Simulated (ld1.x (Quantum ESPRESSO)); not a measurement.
Plane-wave convergence, PAW potential for terbium

Tb (Z = 65), PAW, made with ld1.x (Quantum ESPRESSO) 7.5 (BLYP, scalar-relativistic). Core [Kr] 4d10 4f8, reference 5s2 5p6 5d1 6s1 6p0 (charge +1). Waves: 5s (bound): rcut 1.75, rcutus 2.10 bohr; 6s (bound): rcut 1.75, rcutus 2.10 bohr; 5p (bound): rcut 2.80, rcutus 3.05 bohr; 6p (bound, empty): rcut 2.80, rcutus 3.05 bohr; 5d (bound): rcut 2.80, rcutus 3.70 bohr; 5d channel at 3.5 Ry: rcut 2.80, rcutus 3.70 bohr. Local part: all-electron potential smoothed inside 1.80 bohr (lloc = -1). Core correction: Bessel-smoothed model core inside 1.35 bohr. Augmentation charge: PSQ, inside the norm-conserving radii.

The pseudo-atom Hamiltonian at the reference potential is diagonalised in spherical Bessel functions j_l(qr) that vanish at 20 bohr, with q² up to the cutoff. All-electron valence levels (Ry): 5s -4.2257, 6s -0.6923, 5p -2.5050, 6p -0.4231, 5d -0.6071.

Question: How do the lowest levels (Ry) of each channel move with the cutoff, and are there ghosts?

Answer:

```tsv
cutoff (Ry)	s #1	s #2	p #1	p #2	d #1	f #1	Σ f·Δε (mRy)
8	-4.2059	-0.6722	-2.5040	-0.4230	-0.6070	-0.0827	66.3
10	-4.2203	-0.6799	-2.5047	-0.4231	-0.6070	-0.0828	25.2
12	-4.2246	-0.6849	-2.5048	-0.4231	-0.6071	-0.0829	11.0
15	-4.2253	-0.6884	-2.5050	-0.4231	-0.6071	-0.0829	4.8
18	-4.2254	-0.6913	-2.5050	-0.4231	-0.6071	-0.0830	1.8
21	-4.2255	-0.6920	-2.5050	-0.4231	-0.6071	-0.0830	0.7
25	-4.2256	-0.6922	-2.5050	-0.4232	-0.6071	-0.0830	0.3
30	-4.2257	-0.6922	-2.5050	-0.4232	-0.6071	-0.0830	0.2
400	-4.2257	-0.6923	-2.5050	-0.4232	-0.6071	-0.0830	0.0
```

Result: no extra level below or beside the all-electron valence levels (s, p, d, f tested); 10 mRy is reached at 15 Ry and 1 mRy at 21 Ry.

Test run stopped at test 7 of 7 (negative rho).
